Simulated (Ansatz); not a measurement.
Species: C3H3N2 (charge 0, doublet). It need not be the lowest isomer of its formula. 
Coordinates optimised at B3LYP-D3(BJ)/def2-TZVP (Ansatz, an electronic-structure program):
SMILES: [c]1n[nH]cc1
```xyz
8

C      0.6219    -1.0198     0.0163
C      1.1975     0.2644     0.0410
C      0.0881     1.0874     0.0076
N     -1.0032     0.2843    -0.0322
N     -0.6694    -1.0346    -0.0267
H      2.2326     0.5490     0.0766
H      0.0029     2.1615     0.0094
H     -1.9721     0.5498    -0.0632
```
Charge 0, spin multiplicity 2.

Atomisation energy built up term by term with Ansatz (kcal/mol; UHF references for open shells; valence terms freeze the core; atomic spin-orbit terms are left out). CBS marks a two-point X^-3 extrapolation of the correlation energy; Hartree-Fock from the larger set (for Q and 5 zeta extrapolated as (X+1)exp(-9√X)).

The UHF reference is spin-contaminated (<S^2> 0.19 over the pure value in the largest basis). 

```tsv
term	basis	kcal/mol
Hartree-Fock	CBS(cc-pVQZ,cc-pV5Z)	531.96
CCSD correlation	CBS(cc-pVQZ,cc-pV5Z)	255.04
(T)	CBS(cc-pVQZ,cc-pV5Z)	24.16
core correlation	cc-pwCVTZ	4.59
scalar relativity (X2C)	cc-pVTZ-DK against cc-pVTZ	-0.95
sum: De		814.8
```

(T) makes 3.0 % of the CCSD(T) atomisation energy; under 5 % is typical of single-reference molecules.
